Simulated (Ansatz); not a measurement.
`C[O][In]([NH2])[NH2]` + H₂ → `[NH2][InH][NH2]` + CH₃OH  (hydrogenolysis of the In–O bond)

Computed with Ansatz on PBE0-D4/def2-TZVP structures; ΔE is electronic, products minus reactants. CBS: MP2 limit from def2 TZ/QZ plus the TZ coupled-cluster correction, frozen cores. This one scheme is used for every species. Functionals use def2-TZVPP. Elements past krypton have def2 core potentials. For In outer-core shells are correlated without core-valence functions, which leaves a few kJ/mol of doubt a bond. One conformer a species, not always the lowest.

CCSD(T)/CBS gives +0.03 eV.

Task: Another level gave -0.04 eV. Which?
A. B97M-V/def2-TZVPP
B. HF/def2-TZVPP
C. LDA (SPW92)/def2-TZVPP
D. BLYP/def2-TZVPP

Result: D. BLYP -0.04, LDA (SPW92) -0.16, B97M-V -0.11, HF/def2-TZVPP -0.28 eV.

Largest T1 diagnostic among the species: 0.015.

At CCSD(T), def2-SVP lies −0.07 eV from the extrapolated value and def2-TZVPP −0.05 eV. The D4 term adds +0.09 eV with B3LYP and +0.05 eV with PBE0; it sums over pairs of atoms, weighted by their polarisabilities, and B3LYP, whose exchange is more repulsive, gets the larger term. From BLYP to BHLYP (50 % exact exchange), in def2-TZVPP and without D4, ΔE moves by −0.16 eV.

B3LYP here is the variant with VWN-RPA as its local correlation; programs differ in this.
